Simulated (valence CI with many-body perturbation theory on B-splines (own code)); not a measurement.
## Ca13+: fill in the table

Calculated by configuration interaction combined with many-body perturbation theory (CI+MBPT): five valence electrons over a frozen Dirac-Fock core [He], a basis of 9 s, 9 p, 8 d, 6 f, 3 g, 1 h functions for each j, with the one-electron correlation potential Σ1 (screened to all orders), the two-electron term Σ2, the three-electron term Σ3, Breit, model QED; selected single and double excitations, second order for the rest (own B-spline code, finite nucleus).

No measured levels were compared; by estimate levels of excited configurations hold to 0.05 to 0.15 % of their energy, terms of the ground configuration to about 0.5 %. Among the levels kept, up to 1900 cm⁻¹ of a level comes from second order outside the variational space, and about a tenth of that is noise between levels of different J, which matters for small intervals.

| Level | E (cm⁻¹) |
| --- | --- |
| 2s²2p³ ⁴S°_3/2 | 0 |
| 2s²2p³ ²D°_3/2 | 106310 |
| 2s²2p³ ²D°_5/2 | 113900 |
| 2s²2p³ ²P°_1/2 | ? |
| 2s²2p³ ²P°_3/2 | ? |
| 2s2p⁴ ⁴P_5/2 | ? |
| 2s2p⁴ ⁴P_3/2 | 536050 |
| 2s2p⁴ ⁴P_1/2 | ? |
| 2s2p⁴ ²D_3/2 | 711350 |
| 2s2p⁴ ²D_5/2 | 713110 |
| 2s2p⁴ ²S_1/2 | 825920 |
| 2s2p⁴ ²P_3/2 | 859110 |
| 2s2p⁴ ²P_1/2 | 886510 |
| 2p⁵ ²P°_3/2 | 1348700 |
| 2p⁵ ²P°_1/2 | ? |
| 2s²2p²3s ⁴P_1/2 | 3761100 |
| 2s²2p²3s ⁴P_3/2 | 3776200 |
| 2s²2p²3s ⁴P_5/2 | ? |
| 2s²2p²3s ²P_1/2 | 3801700 |
| 2s²2p²3s ²P_3/2 | 3820900 |

(1) The levels stand in rising order. What does the calculation give for the missing energies?

Results:

(1) 2s²2p³ ²P°_1/2 172880; 2s²2p³ ²P°_3/2 183810; 2s2p⁴ ⁴P_5/2 515980; 2s2p⁴ ⁴P_1/2 545270; 2p⁵ ²P°_1/2 1381000; 2s²2p²3s ⁴P_5/2 3792800.
